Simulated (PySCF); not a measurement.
Sn(H)3(OH) (H4OSn), SMILES [SnH3][OH].

Geometry: B3LYP-D3(BJ)/def2-TZVP. The def2 effective core potentials stand for the cores of Sn; spin–orbit coupling is left out.

These are r2SCAN/def2-TZVPD run with PySCF values and carry that method's errors.

Symmetry labels are those of the subgroup Cs that the program uses (full group Cs).

Computed valence orbital energies around the gap with their symmetry:
```
orbital  symmetry  energy (eV)
-------  --------  -----------
HOMO−7         A"       -26.46
HOMO−6         A'       -24.66
HOMO−5         A'       -13.62
HOMO−4         A'       -11.19
HOMO−3         A"        -8.73
HOMO−2         A'        -8.65
HOMO−1         A'        -7.90
HOMO           A"        -7.00
LUMO           A'        -1.03
LUMO+1         A'        -0.43
LUMO+2         A'         0.58
LUMO+3         A"         0.72
```
